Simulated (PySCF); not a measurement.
First SCF of a structure search on quintet WCl₂, at a hand-made bent geometry. PySCF input:

```python
from pyscf import gto, scf, dft
mol = gto.M(atom='''
W      0.000000     0.000000     0.000000
Cl     1.933200     0.000000     1.353600
Cl    -1.933200     0.000000     1.353600''',
    basis={'W': 'def2-TZVP', 'Cl': 'def2-TZVP'},
    ecp={'W': 'def2-TZVP'},
    charge=0, spin=4)
mf = dft.UKS(mol, xc='PBE0')
mf.grids.atom_grid = (50, 194)
aux = {'W': 'def2-universal-JKFIT', 'Cl': 'def2-universal-JKFIT'}
mf = mf.density_fit(auxbasis=aux)
mf.conv_tol = 1e-08
mf.diis_space = 10
mf.max_cycle = 60
mf.init_guess = 'minao'
mf.verbose = 4
mf.kernel()
```

Excerpt of the output (cycles alone):

```
init E= -968.235700012671
cycle= 1 E= -987.117336626758  delta_E= -18.9  |g|= 0.437  |ddm|= 4.89
cycle= 2 E= -986.677943522099  delta_E= 0.439  |g|= 1.02  |ddm|= 1.25
cycle= 3 E= -987.216393646648  delta_E= -0.538  |g|= 0.126  |ddm|= 0.833
cycle= 4 E= -987.223168572002  delta_E= -0.00677  |g|= 0.065  |ddm|= 0.175
cycle= 5 E= -987.225607625518  delta_E= -0.00244  |g|= 0.00901  |ddm|= 0.0664
cycle= 6 E= -987.225667062154  delta_E= -5.94e-05  |g|= 0.00338  |ddm|= 0.0138
cycle= 7 E= -987.225682309814  delta_E= -1.52e-05  |g|= 0.00104  |ddm|= 0.0102
cycle= 8 E= -987.225684278995  delta_E= -1.97e-06  |g|= 0.00034  |ddm|= 0.00399
cycle= 9 E= -987.225684442303  delta_E= -1.63e-07  |g|= 0.000105  |ddm|= 0.000944
cycle= 10 E= -987.225684460568  delta_E= -1.83e-08  |g|= 1.58e-05  |ddm|= 0.000349
cycle= 11 E= -987.225684461685  delta_E= -1.12e-09  |g|= 5.62e-06  |ddm|= 0.0001
Extra cycle  E= -987.225684461738  delta_E= -5.34e-11  |g|= 6.18e-06  |ddm|= 2.16e-05
converged SCF energy = -987.225684461738  <S^2> = 6.019793  2S+1 = 5.0079109
```

No lower solution of this spin was found from smeared starts or by a stability analysis within the unrestricted form.

With open d or f shells other occupations or spin states may lie lower. No spin–orbit coupling is included, which matters more the heavier the element.

The search for the lowest solution, 3 starts and the stability check together, took 13 s on 4 threads of a shared Arm Neoverse V2 host, with 114 basis functions; the process peaked at 0.43 GiB.
